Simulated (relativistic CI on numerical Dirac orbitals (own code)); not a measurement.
# What each ingredient does to the levels of Cs XXI

Base calculation: Dirac-Coulomb-Breit CI, separate exchange-only KLI orbitals for each configuration, a model potential for QED, unscaled Slater integrals.

Configurations in the expansion (outside the closed core [Ar] 3d10): 4s2 4p5, 4s 4p6, 4s2 4p4 4d, 4s 4p5 4d, 4s2 4p4 4f, 4s 4p5 4f, 4p6 4d, 4s 4p4 4d2, 4s2 4p3 4d 4f, 4p6 4f, 4s2 4p4 5s, 4p5 4d2, 4p4 4d3, 4p4 4d2 4f, 4p4 4d2 5s. Double excitations out of closed p, d and f shells are left out; levels of such configurations are missing from the list, as are those of other unlisted configurations, and high levels can miss mixing partners.

Variants: (1) Breit term removed. Shifts of the energy above 4s2 4p5 2P°_3/2, in cm⁻¹, for the lowest level and the first level of each name with at least 55 % of one term (blank where a level changes its place among those of its configuration and J or its character, or is not in the variant):

```tsv
Level	Base	Δ(1)
4s2 4p5 2P°_3/2	0	0
4s2 4p5 2P°_1/2	140368	+1870
4s 4p6 2S_1/2	549441	+633
4s2 4p4 4d 4D_5/2	663758	+1780
4s2 4p4 4d 4F_9/2	703507	+2483
4s2 4p4 4d 4P_1/2	738509	+2267
4s2 4p4 4d 4D_1/2	778611	+3301
4s2 4p4 4d 2G_7/2	834083	+3550
4s2 4p4 4d 2G_9/2	858064	+4388
4s2 4p4 4d 2S_1/2	937975	+2889
4s 4p5 4d 4P°_1/2	1265411	+1379
4s 4p5 4d 4P°_3/2	1278343	+1612
4s 4p5 4d 4F°_7/2	1288258	+1924
4s 4p5 4d 4F°_9/2	1291680	+2541
4s 4p5 4d 4D°_7/2	1351321	+2388
4s 4p5 4d 4D°_1/2	1351797	+1748
4s 4p5 4d 2F°_7/2	1399679	+2434
4s 4p5 4d 2P°_1/2	1421043	+2302
4s2 4p4 4f 4F°_7/2	1587663	+3223
4s2 4p4 4f 4G°_11/2	1588058	+3580
```

At this charge energies of transitions that change n are usually good to better than 1 %, and those within a shell (Δn = 0) to a few per cent.

Ionisation energy from the two ground configurations alone: base 629.459 eV; Breit term removed 629.836 eV. The NIST ASD value (theoretical) is 629 eV.

LS names give the leading component of a level, which can be under half, so a name can repeat, a term be missing and a line seem to break the LS rules.
